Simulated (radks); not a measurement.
Results of a calculation; reference values are marked as such.
All-electron atom: Mo I in [Kr] 4d5 5s1. Level of theory: Dirac Kohn-Sham, LDA (Slater exchange, Perdew-Wang correlation), spin-unpolarised, spherical densities, finite nucleus; open shells fill j = l - 1/2 first; Fermi nuclear charge, rms radius 4.4091 fm (a radial shooting solver on a logarithmic mesh with Libxc functionals).

Spin-orbit splittings of the eigenvalues, e(l+1/2) - e(l-1/2), with zeta = 2 splitting/(2l+1) and mean radii in bohr:

| shell | occ. | splitting (eV) | zeta (eV) | <r> j=l-1/2 | <r> j=l+1/2 |
|---|---|---|---|---|---|
| 2p | 6 | 106.4 | 70.92 | 0.1308 | 0.1354 |
| 3p | 6 | 17.53 | 11.69 | 0.4239 | 0.4345 |
| 3d | 10 | 3.323 | 1.329 | 0.4135 | 0.4170 |
| 4p | 6 | 2.525 | 1.683 | 1.216 | 1.248 |
| 4d | 5 | 0.2041 | 0.08165 | 1.991 | 2.024 |
